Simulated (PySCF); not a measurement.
A structure optimised at PBE-D3(BJ)/def2-SVPD, used in a PySCF frequency run:

```xyz
5

S      0.0000     0.0000     0.1741
O     -1.2700    -0.7333    -0.1817
O      0.0000     1.4665    -0.1817
O      1.2700    -0.7333    -0.1817
H      0.0000     0.0000     1.5756
```
Charge -1, spin multiplicity 1.

Problem. Write its SMILES, formula and point group.

Solution. O=[SH](=O)[O-], HO3S, C3v

Problem. What are its rotational constants (standard atomic weights)?

Solution. 8.9224, 8.9224, 4.8958 GHz
